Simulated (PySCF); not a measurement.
**Static response to an electric field**

C7H8NP.
Numbering: `[CH2:1]=[CH:2][c:3]1[n:4][cH:5][cH:6][p:7][c:8]1[CH3:9]` (hydrogens: H10, H11 on C1; H12 on C2; H13 on C5; H14 on C6; H15, H16, H17 on C9)

Structure used (GFN2-xTB), in Å, numbered top down from 1:
```
atom  x, y, z in Å
C1    -0.8563    2.5620    0.4848
C2    -1.0707    1.2750    0.2399
C3     0.0172    0.3097    0.0582
N4     1.2416    0.8298    0.1581
C5     2.3271    0.1048    0.0205
C6     2.3902   -1.2512   -0.2392
P7     0.9828   -2.2393   -0.4278
C8    -0.2642   -1.0374   -0.1978
C9    -1.6769   -1.5444   -0.2928
H10    0.1469    2.9439    0.5600
H11   -1.6668    3.2587    0.6151
H12   -2.0788    0.8964    0.1659
H13    3.2508    0.6657    0.1289
H14    3.3585   -1.7254   -0.3297
H15   -1.6747   -2.6149   -0.4966
H16   -2.2158   -1.3759    0.6397
H17   -2.2179   -1.0457   -1.0971
```

Level: wB97X-D/def2-SVPD (PySCF), static field, nuclei fixed, core orbitals frozen in the response. The polarisability tensor in these axes (au):

```
x   129.74 -12.02  -2.27
y   -12.02 146.47  14.79
z    -2.27  14.79  71.56
```

Question: Give the principal values, the mean and the anisotropy Δα = √{½[(α1 − α2)² + (α2 − α3)² + (α1 − α3)²]}.

Answer: Principal values 68.75, 123.86 and 155.17 au; mean 115.93 au = 17.18 Å³ = 19.11 × 10⁻⁴⁰ C²·m²/J; Δα = 75.78 au (65 % of the mean).

Question: What is the dipole moment, and where does it point?

Answer: (-0.66, -0.31, -0.06) D, 0.74 D in size, pointing from the negative to the positive side. Measured along this direction, the outermost atoms are H13 at the negative end and H15 at the positive end.

Question: Form Σ f/ω² (atomic units) for the 8 lowest TDDFT singlets, given as eV and f, and set it beside the mean polarisability, which is this sum over all singlets: 4.03, 0.0058; 4.32, 0.0996; 4.78, 0.0023; 5.03, 0.0432; 5.18, 0.0073; 5.70, 0.6618; 5.77, 0.1328; 6.03, 0.0000.

Answer: They add up to 23.80 au, 20.5 % of the 115.93 au; the largest single term is 15.09 au, from the state at 5.70 eV. Terms in order: 0.27, 3.95, 0.07, 1.26, 0.20, 15.09, 2.95, 0.00 au. Higher excitations give the rest. The strengths listed sum to 0.953.

Question: Rayleigh depolarisation ratio (linearly polarised light, static tensor)?

Answer: ρ = 3Δα²/(45ᾱ² + 4Δα²) = 17229.0/(604741 + 22972.1) = 0.0274.

Question: In a dilute gas of rigid molecules at 298 K, how does the orientational term μ²/3kT compare with the electronic polarisability?

Answer: In Gaussian units μ²/3kT = 4.38 Å³ against 17.18 Å³, a ratio of 0.25; the Debye molar polarisation (4π/3)N_A(α + μ²/3kT) is 54.4 cm³/mol, leaving out the vibrational part.

One conformer (not necessarily the lowest) at the GFN2-xTB geometry, without solvent, vibrations or thermal averaging.
